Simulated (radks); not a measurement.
Task: Radial electron density D(r) = 4 pi r^2 rho(r) of an atom or ion with 53 electrons. Method: Dirac Kohn-Sham, revPBE, spin-unpolarised, spherical densities, point nucleus; computed with a radial shooting solver on a logarithmic mesh with Libxc functionals.

r (bohr),D(r) (e/bohr)
0.001223,3.213
0.001645,5.274
0.002211,8.520
0.002973,13.47
0.003966,20.47
0.005332,30.29
0.007168,42.59
0.009638,55.98
0.01296,67.40
0.01742,72.88
0.02342,70.47
0.03149,64.57
0.04234,65.87
0.05647,79.41
0.07592,92.79
0.1021,85.66
0.1372,68.77
0.1845,72.49
0.2481,78.15
0.3335,51.09
0.4484,27.41
0.6029,30.85
0.8041,26.27
1.081,12.52
1.453,6.819
1.954,4.608
2.627,1.809
3.532,0.3219
4.749,0.02276
6.385,0.0004513

What is the nuclear charge?

Result: Z = 55. The innermost maximum, from 1s, lies near gamma/Z bohr with gamma = sqrt(1 - (Z/c)^2) = 0.916, here 0.0167 bohr (found: 0.0183), and its height grows with Z. The density is that of the caesium ion Cs2+ in [Kr] 4d10 5s2 5p5; the configuration itself is not fixed sharply by these data, and Z only to a few units. D(r) has 4 maxima, at r = 0.0183, 0.0809, 0.231, 0.648 bohr, and minima at 0.0358, 0.151, 0.478 bohr, inside which lie 2.03, 11.17, 29.00 electrons.
